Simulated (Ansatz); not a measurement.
A CCSD(T) single point on C4HfN4O4 (`O=C=[N][Hf]([N]=C=O)([N]=C=O)[N]=C=O`).

```yaml
crystal:
  periodic: [false, false, false]
  atoms:
    - {symbol: O, position_ang: [0.438982, -1.854773, 3.951593]}
    - {symbol: C, position_ang: [0.324098, -1.363772, 2.905584]}
    - {symbol: N, position_ang: [0.205298, -0.854672, 1.821137]}
    - {symbol: Hf, position_ang: [0.000040, -0.000335, 0.000748]}
    - {symbol: N, position_ang: [-0.734287, 1.870888, 0.213303]}
    - {symbol: C, position_ang: [-1.169965, 2.986027, 0.339803]}
    - {symbol: O, position_ang: [-1.590296, 4.061592, 0.461816]}
    - {symbol: N, position_ang: [1.801741, 0.082809, -0.911860]}
    - {symbol: C, position_ang: [2.874808, 0.132610, -1.455397]}
    - {symbol: O, position_ang: [3.909644, 0.180738, -1.980017]}
    - {symbol: N, position_ang: [-1.272612, -1.100069, -1.120341]}
    - {symbol: C, position_ang: [-2.028985, -1.754748, -1.790154]}
    - {symbol: O, position_ang: [-2.758467, -2.386315, -2.436206]}
basis:
  gaussian: {orbitals: def2-SVP}
correlation: {method: ccsd_t}
```

```sh
$ ansatz run in.yaml --threads 4 --pin off --events-out ev --progress --plain --max-ram 46080MiB --backend cuda --devices 0, --max-vram 37GiB
```

The program prints (abridged):

```
Functional definition: HF
1988 factors; integrals over basis functions are off by at most 9.2e-4 eV
mean field evaluation 1: about -19471.4987 eV, gradient 7.1e1 eV
mean field evaluation 2: about -19473.1060 eV, gradient 7.2e1 eV
mean field evaluation 4: about -19482.9208 eV, gradient 5.6e0 eV
mean field evaluation 8: about -19483.0907 eV, gradient 1.0e0 eV
mean field evaluation 16: about -19483.0934 eV, gradient 6.9e-6 eV
mean field -19483.09335168 eV, -715.9904745593 hartree, gradient 6.9e-6 eV, S^2 0.000000; 0 other end points of the search recorded, 0 dependent functions left out
12 core orbitals not correlated: weight in the atoms' cores, before any rotation towards them, 1.000 or more for the frozen orbitals, at most 0.000 for the correlated occupied ones
reference -19483.09335168 eV, -715.9904745593 hartree; 36, 36 occupied and 152, 152 virtual orbitals, 1988 factors
second order -55.10917764 eV of doubles, -0.00000000 eV of singles
cycle   1  -52.51660442 eV  change     2.6e0 eV  update   2.5e-1
cycle   2  -54.38963257 eV  change    -1.9e0 eV  update   8.5e-2
cycle   3  -54.78162438 eV  change   -3.9e-1 eV  update   3.9e-2
cycle   4  -54.77892736 eV  change    2.7e-3 eV  update   1.1e-2
cycle   5  -54.75990465 eV  change    1.9e-2 eV  update   4.2e-3
cycle   6  -54.76162376 eV  change   -1.7e-3 eV  update   1.3e-3
cycle   7  -54.76166480 eV  change   -4.1e-5 eV  update   4.6e-4
cycle   8  -54.76127702 eV  change    3.9e-4 eV  update   1.8e-4
cycle   9  -54.76126656 eV  change    1.0e-5 eV  update   5.1e-5
perturbative correction -2.36151914 eV, -0.0867842276 hartree
Total energy: -19540.21613738 eV, -718.0896982145 hartree
```

Hardware: 4 threads of an AMD EPYC 7R13 on a shared host and a share of an NVIDIA H100 80 GB. Wall time 7 s, peak host memory 0.84 GiB.

The correlation energy is -57.123 eV, 4.1 % of it from (T); the T1 diagnostic reads 0.0195.
